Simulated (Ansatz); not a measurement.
Input (CCSDT(Q)/cc-pV(D+d)Z; Ansatz, an electronic-structure program): A basis named .json is the Basis Set Exchange file of that set.

Ansatz 0.2 input:
```yaml
crystal:
  periodic: [false, false, false]
  atoms:
    - {symbol: Si, position_ang: [1.49232602, 0.36999694, 0.05809616]}
    - {symbol: Si, position_ang: [-0.58572770, -0.70261008, -0.15141575]}
    - {symbol: N, position_ang: [-1.86331501, 0.40738260, 0.21627690]}
    - {symbol: H, position_ang: [2.57177999, -0.62833670, -0.13893674]}
    - {symbol: H, position_ang: [1.70644530, 1.49555714, -0.88997523]}
    - {symbol: H, position_ang: [1.60154402, 0.91032043, 1.43750170]}
    - {symbol: H, position_ang: [-0.85325792, -1.16236643, -1.54513566]}
    - {symbol: H, position_ang: [-2.78949692, 0.28192202, -0.16195402]}
    - {symbol: H, position_ang: [-1.88618590, 0.90780923, 1.09103606]}
basis:
  gaussian:
    orbitals: cc-pV_D+d_Z.json
magnetization: {spin_polarized: true, initial_magnetization: 1}
correlation: {method: ccsdt_q, electrons: outside_noble_gas}
```

Output:

```
Functional definition: HF
integrals: 0.23 GiB planned
1799 factors; integrals over basis functions are off by at most 1.7e-7 eV
mean field: 0.44 GiB planned
mean field evaluation 1: about -17298.3697 eV, gradient 2.1e1 eV
mean field evaluation 2: about -17298.3706 eV, gradient 2.1e1 eV
mean field evaluation 4: about -17300.8645 eV, gradient 2.5e0 eV
mean field evaluation 8: about -17300.9491 eV, gradient 3.7e-3 eV
mean field evaluation 16: about -17300.9459 eV, gradient 2.1e-1 eV
mean field -17300.94911921 eV, -635.7981531263 hartree, gradient 3.0e-6 eV, S^2 0.759831; 0 other end points of the search recorded, 0 dependent functions left out
11 core orbitals not correlated
reference -17300.94911921 eV, -635.7981531263 hartree; 10, 9 occupied and 69, 70 virtual orbitals, 1799 factors
second order -9.80164269 eV of doubles, -0.00000000 eV of singles
coupled cluster: 10.35 GiB planned
cycle   1  -10.76504286 eV  change   -9.6e-1 eV  update   9.8e-2
cycle   2  -11.36175181 eV  change   -6.0e-1 eV  update   4.1e-2
cycle   3  -11.57466517 eV  change   -2.1e-1 eV  update   2.5e-2
cycle   4  -11.56229246 eV  change    1.2e-2 eV  update   9.4e-3
cycle   5  -11.56154889 eV  change    7.4e-4 eV  update   6.1e-3
cycle   6  -11.56407529 eV  change   -2.5e-3 eV  update   2.5e-3
cycle   7  -11.56386543 eV  change    2.1e-4 eV  update   1.4e-3
cycle   8  -11.56409712 eV  change   -2.3e-4 eV  update   5.2e-4
cycle   9  -11.56450274 eV  change   -4.1e-4 eV  update   2.3e-4
cycle  10  -11.56452480 eV  change   -2.2e-5 eV  update   9.6e-5
cycle  11  -11.56445104 eV  change    7.4e-5 eV  update   5.2e-5
cycle  12  -11.56446237 eV  change   -1.1e-5 eV  update   2.7e-5
cycle  13  -11.56446874 eV  change   -6.4e-6 eV  update   1.3e-5
cycle  14  -11.56448960 eV  change   -2.1e-5 eV  update   6.9e-6
cycle  15  -11.56449771 eV  change   -8.1e-6 eV  update   3.3e-6
cycle  16  -11.56449781 eV  change   -1.1e-7 eV  update   1.8e-6
perturbative correction -0.02097501 eV, -0.0007708173 hartree
Total energy: -17312.53459203 eV, -636.2239113995 hartree
```
